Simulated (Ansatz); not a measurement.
Compare A (`CO[Si]OC`) with its isomer B (`C1OC[SiH2]O1`).

Calculated with Ansatz (gas phase, PBE0-D4/def2-TZVP geometries, no zero-point term in ΔE). CBS: MP2 limit from def2 TZ/QZ plus the TZ coupled-cluster correction, frozen cores. DFT in def2-TZVPP. Each species was taken in one conformer, which may not be the lowest.

A:

Z-matrix (Å, degrees):
```
C
O 1 1.407
H 1 1.093 2 111.9
H 1 1.094 2 110.5 3 121.5
H 1 1.092 2 108.7 3 -119.8
Si 2 1.642 1 139.2 3 -33.6
O 6 1.642 2 108.4 1 -7.5
C 7 1.407 6 139.2 2 -7.5
H 8 1.092 7 108.7 6 -153.2
H 8 1.093 7 111.9 6 -33.4
H 8 1.094 7 110.5 6 88.0
```

B:

Z-matrix (Å, degrees):
```
C
O 1 1.409
O 1 1.400 2 110.4
H 1 1.091 2 109.5 3 117.8
H 1 1.102 2 108.9 3 -121.5
Si 2 1.660 1 110.3 3 26.4
C 3 1.428 1 109.8 2 -44.2
H 6 1.484 2 111.1 1 -121.8
H 6 1.486 2 112.0 1 115.5
H 7 1.099 3 110.9 1 -81.5
H 7 1.090 3 107.6 1 160.0
```

**Question.** Which is lower in electronic energy at CCSD(T)/CBS, and by how much? (Estimate.)

**Answer.** Computed: A, by 56.0 kJ/mol.

**Question.** Give E(B) − E(A) in kJ/mol with HF/def2-TZVPP, PBE-D4, LDA (SPW92), BLYP-D4, ωB97M-V, r2SCAN-D4, MP2/def2-TZVPP. (Estimate.)

**Answer.** Computed: HF/def2-TZVPP 55.8, PBE-D4 56.0, LDA (SPW92) 38.3, BLYP-D4 83.1, ωB97M-V 62.9, r2SCAN-D4 44.4, MP2/def2-TZVPP 51.1. None reverses the order clearly.

**Question.** Does the order hold for the free energy at 298.15 K (harmonic terms from PBE0-D4)? (Best estimate.)

**Answer.** Ansatz gave: Yes: G(B) − G(A) = +57.2 kJ/mol, for one conformer each.

Largest T1 diagnostic: 0.014.

At CCSD(T), def2-SVP lies −5.9 kJ/mol from the extrapolated value and def2-TZVPP −0.6 kJ/mol. Leaving LDA and LC-ωPBE aside and taking each functional with its dispersion term where it has one, the values, not all of them listed here, spread over 45.2 kJ/mol, from PBE-QIDH to BLYP-D4. LDA lies −18.0 kJ/mol from PBE without D4.
